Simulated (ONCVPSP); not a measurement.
Configuration tests for nickel (ONCV)

```json
{
 "Element": "nickel",
 "Generator": "ONCVPSP 4.0.1",
 "Type": "optimised norm-conserving Vanderbilt (ONCV)",
 "Functional": "PBE",
 "Relativity": "scalar-relativistic",
 "Frozen core": "[Ne]",
 "Valence charge": "18",
 "Reference configuration": "3s2 3p6 3d8 4s2",
 "Partial waves": "3s+4s: rc 1.50 bohr, ncon 5, nbas 9, qcut 10.3 1/bohr, 2 projectors; 3p: rc 1.05 bohr, ncon 3, nbas 8, qcut 11.9 1/bohr, 2 projectors, debl 1.6 Ha; 3d: rc 1.45 bohr, ncon 3, nbas 8, qcut 12.6 1/bohr, 2 projectors, debl 1.8 Ha",
 "Local potential": "polynomial inside 0.80 bohr (lpopt 1, dvloc0 0 Ha)",
 "Core correction": "none"
}
```

In the p channel the program set the typed energies aside and used -2.623, 0.250 Ha.

Energies are relative to the spin-unpolarised reference configuration 3s2 3p6 3d8 4s2; without spin polarisation the order of configurations can differ from experiment.

```
valence configuration  charge  ΔE all-electron (eV)  error AE − PS (meV)
      3s2 3p6 3d8 4s1      +1                 9.323                 +0.5
      3s2 3p6 3d8 4s0      +2                26.674                 +4.7
      3s2 3p6 3d7 4s0      +3                64.140                 +8.7
```

Problem. What are ΔE and the potential's error for 3s2 3p6 3d8 4s0 4p1?

Solution. ΔE = 15.008 eV all-electron; the error (AE − PS) is +2.1 meV.

Levels in the configuration 3s2 3p6 3d7 4s0:

```csv
level,all-electron (eV),pseudo (eV)
3s,-150.583,-150.616
3p,-110.707,-110.717
3d,-47.063,-46.994
```
